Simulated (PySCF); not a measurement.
## Trend along the alkali metals: MH molecules

CCSD(T) with double-zeta basis sets in PySCF, for the lowest determinant that a PBE0 search found; no spin–orbit coupling. De refers to high-spin ground-configuration atoms.

```json
{"M": "Li", "basis": "aug-cc-pVDZ", "reference, frozen orbitals": "RHF, 0", "state (unpaired electrons)": "singlet (closed shell)", "Re (Å)": "1.584", "ωe (cm⁻¹)": "1480", "De (eV)": "2.43"}
{"M": "Na", "basis": "def2-SVP", "reference, frozen orbitals": "RHF, 1", "state (unpaired electrons)": "singlet (closed shell)", "Re (Å)": "1.918", "ωe (cm⁻¹)": "1105", "De (eV)": "1.69"}
{"M": "K", "basis": "def2-SVP", "reference, frozen orbitals": "RHF, 5", "state (unpaired electrons)": "singlet (closed shell)", "Re (Å)": "2.308", "ωe (cm⁻¹)": "915", "De (eV)": "1.47"}
{"M": "Rb", "basis": "def2-SVP", "reference, frozen orbitals": "RHF, 0", "state (unpaired electrons)": "singlet (closed shell)", "Re (Å)": "2.430", "ωe (cm⁻¹)": "912", "De (eV)": "1.36"}
{"M": "Cs", "basis": "def2-SVP", "reference, frozen orbitals": "RHF, 0", "state (unpaired electrons)": "singlet (closed shell)", "Re (Å)": "2.617", "ωe (cm⁻¹)": "846", "De (eV)": "1.35"}
```

(1) By what factor does the well depth vary along the series?

The rows differ in basis set, which adds steps of its own.

Down a group the atoms grow and get heavier, so bonds lengthen and wavenumbers fall; this series shows no clear exception.

Correlated steps freeze the inner cores (0 to 5 orbitals); shallow outer-core shells are correlated. Correlated levels converge slowly with the basis: in double zeta they bind strong bonds too weakly, by up to about 1 eV, and carry superposition errors of some tenths. Spin–orbit coupling is left out. Where the molecule has an RHF reference, its open-shell atoms are computed with UHF. The CCSD T1 diagnostic is raised in CsH, KH, RbH, a sign that a single reference may not be enough there.

Answers

(1) At CCSD(T) it runs from 1.35 eV (CsH) to 2.43 eV (LiH), a factor of 1.80.
